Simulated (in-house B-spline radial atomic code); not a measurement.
# Ionising Rh7+ with different functionals

Computed with an all-electron radial atomic-structure program (B-spline basis): four-component Dirac-Coulomb Hamiltonian, Fermi nucleus of rms radius 4.4945 fm, spin-restricted, spherical fractional occupations for the functionals. The ionisation energy is the difference of two self-consistent energies, [Kr] 4d2 → [Kr] 4d1, without Breit or QED terms; ε is the level of the shell that loses the electron (mean over j). The electron is taken from both j subshells in proportion to 2j + 1, so the result is a j average, not the step between ground levels.

Hybrids are left out here: with spherical fractional occupations of an open shell their exact exchange keeps a self-interaction that integer-occupation calculations don't have.

```csv
method,rung,ΔSCF (eV),-ε(4d) (eV)
LDA VWN5,LDA,115.70,106.28
relativistic LDA,LDA,115.72,106.30
LDA PW92,LDA,115.69,106.27
LDA exchange-only,LDA,113.83,104.43
PBE,GGA,115.50,106.09
PBEsol,GGA,115.47,106.06
BLYP,GGA,115.33,105.92
RPBE,GGA,115.48,106.06
PW91,GGA,115.60,106.19
BP86,GGA,115.55,106.14
AM05,GGA,115.50,106.08
OLYP,GGA,115.93,106.49
```

(1) How do they compare with the NIST value?

Results:

(1) NIST lists 115 eV ± 2.1 (tabulated theory, ground level to ground level). Errors run from -1.27 to +0.83 eV; all lie within about twice that uncertainty, so the table can't rank the methods.
